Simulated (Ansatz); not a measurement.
Two members of one family (Oligo(furan)), computed with Ansatz in the gas phase. The two geometries come from different levels. Binding counts from free atoms in the multiplicity of their measured ground term, without zero-point energy. Sets without diffuse functions give affinities that are too small. A dash marks a value that wasn't run or was left out as unsound. The structures are stationary points that may keep the symmetry of their start. Remarks come from the PBE and PBE0 runs and from stability tests at other levels; not every state was tested. A HOMO above zero means that the electron is unbound at that level and held by the basis, or that self-interaction error raises the level; the energy of removing that electron tells which.

First: c1coc(-c2ccc(-c3ccc(-c4ccc(-c5ccco5)o4)o3)o2)c1 (singlet, charge 0, PBE-D4/def2-SVP geometry).

```xyz
37

C    -3.089    6.499   -3.146
C    -1.882    7.144   -3.292
O    -0.862    6.356   -2.842
C    -1.421    5.187   -2.396
C    -0.522    4.199   -1.872
C     0.856    4.167   -1.709
C     1.163    2.905   -1.129
C    -0.048    2.240   -0.973
C    -0.389    0.951   -0.451
C    -1.593    0.277   -0.290
C    -1.274   -0.982    0.289
C     0.105   -1.004    0.447
C     1.017   -1.978    0.966
C     2.398   -1.992    1.122
C     2.720   -3.251    1.700
C     1.519   -3.930    1.863
C     1.202   -5.230    2.390
C     1.989   -6.248    2.913
C     1.091   -7.301    3.272
C    -0.170   -6.859    2.945
O    -0.115   -5.606    2.411
O     0.483   -3.155    1.416
O     0.646    0.172   -0.003
O    -1.075    3.028   -1.424
C    -2.797    5.226   -2.562
H    -4.074    6.891   -3.423
H    -1.588    8.122   -3.683
H     1.550    4.969   -1.981
H     2.146    2.511   -0.853
H    -2.582    0.660   -0.561
H    -1.960   -1.791    0.565
H     3.083   -1.184    0.846
H     3.714   -3.624    1.969
H     3.078   -6.233    3.024
H     1.348   -8.269    3.717
H    -1.171   -7.295    3.027
H    -3.499    4.430   -2.294
```

```csv
level,HOMO (eV),LUMO (eV),gap (eV),vertical IE (eV),vertical EA (eV),vertical triplet (eV),binding per atom (eV)
PBE-D4/def2-SVP,-4.25,-2.29,1.96,–,–,–,5.68
PBE-D4/def2-TZVP,-4.29,-2.39,1.90,5.94,0.82,1.75,5.57
r2SCAN-D4/def2-TZVP,-4.35,-2.34,2.01,–,–,–,5.35
PBE0-D4/def2-SVP,-5.02,-1.70,3.32,–,–,–,5.50
PBE0-D4/def2-TZVP,-4.99,-1.75,3.24,6.12,0.71,1.94,5.40
```

Remarks: HOMO above zero (-1 doublet).

Second: c1coc(-c2ccc(-c3ccc(-c4ccc(-c5ccc(-c6ccco6)o5)o4)o3)o2)c1 (singlet, charge 0, r2SCAN-D4/def2-SVP geometry).

| atom | x (Å) | y (Å) | z (Å) |
| --- | --- | --- | --- |
| C1 | -0.595 | 8.032 | 5.106 |
| C2 | 0.751 | 8.191 | 5.304 |
| O3 | 1.439 | 7.183 | 4.708 |
| C4 | 0.527 | 6.362 | 4.117 |
| C5 | 1.037 | 5.221 | 3.421 |
| C6 | 2.313 | 4.738 | 3.205 |
| C7 | 2.168 | 3.554 | 2.436 |
| C8 | 0.811 | 3.387 | 2.230 |
| C9 | 0.039 | 2.405 | 1.544 |
| C10 | -1.321 | 2.246 | 1.344 |
| C11 | -1.475 | 1.065 | 0.574 |
| C12 | -0.201 | 0.573 | 0.352 |
| C13 | 0.290 | -0.569 | -0.344 |
| C14 | 1.560 | -1.069 | -0.571 |
| C15 | 1.394 | -2.249 | -1.341 |
| C16 | 0.033 | -2.399 | -1.536 |
| C17 | -0.753 | -3.374 | -2.218 |
| C18 | -2.115 | -3.520 | -2.413 |
| C19 | -2.280 | -4.701 | -3.181 |
| C20 | -1.012 | -5.203 | -3.409 |
| C21 | -0.536 | -6.357 | -4.113 |
| C22 | -1.183 | -7.364 | -4.804 |
| C23 | -0.160 | -8.233 | -5.286 |
| C24 | 1.028 | -7.701 | -4.858 |
| O25 | 0.809 | -6.566 | -4.149 |
| O26 | -0.084 | -4.395 | -2.823 |
| O27 | -0.640 | -1.378 | -0.931 |
| O28 | 0.721 | 1.388 | 0.942 |
| O29 | 0.122 | 4.401 | 2.830 |
| C30 | -0.748 | 6.842 | 4.331 |
| H31 | -1.383 | 8.689 | 5.469 |
| H32 | 1.353 | 8.932 | 5.822 |
| H33 | 3.233 | 5.195 | 3.565 |
| H34 | 2.952 | 2.894 | 2.070 |
| H35 | -2.097 | 2.910 | 1.713 |
| H36 | -2.400 | 0.615 | 0.217 |
| H37 | 2.488 | -0.626 | -0.219 |
| H38 | 2.164 | -2.921 | -1.714 |
| H39 | -2.887 | -2.851 | -2.042 |
| H40 | -3.214 | -5.136 | -3.530 |
| H41 | -2.258 | -7.462 | -4.945 |
| H42 | -0.288 | -9.139 | -5.875 |
| H43 | 2.068 | -7.994 | -4.970 |
| H44 | -1.670 | 6.388 | 3.973 |

Question: Estimate how these quantities change from the first to the second (second minus first).

Answer: 
```tsv
level	Δ HOMO (eV)	Δ LUMO (eV)	Δ gap (eV)	Δ vertical IE (eV)	Δ vertical EA (eV)	Δ vertical triplet (eV)	Δ binding per atom (eV)
PBE-D4/def2-SVP	0.05	-0.04	-0.10	–	–	–	0.03
PBE-D4/def2-TZVP	0.06	-0.04	-0.09	-0.20	0.17	-0.07	0.03
r2SCAN-D4/def2-TZVP	0.06	-0.04	-0.10	–	–	–	0.03
PBE0-D4/def2-SVP	0.07	-0.06	-0.13	–	–	–	0.03
PBE0-D4/def2-TZVP	0.07	-0.05	-0.12	-0.16	0.14	-0.02	0.03
```

Remarks: HOMO above zero (-1 doublet).
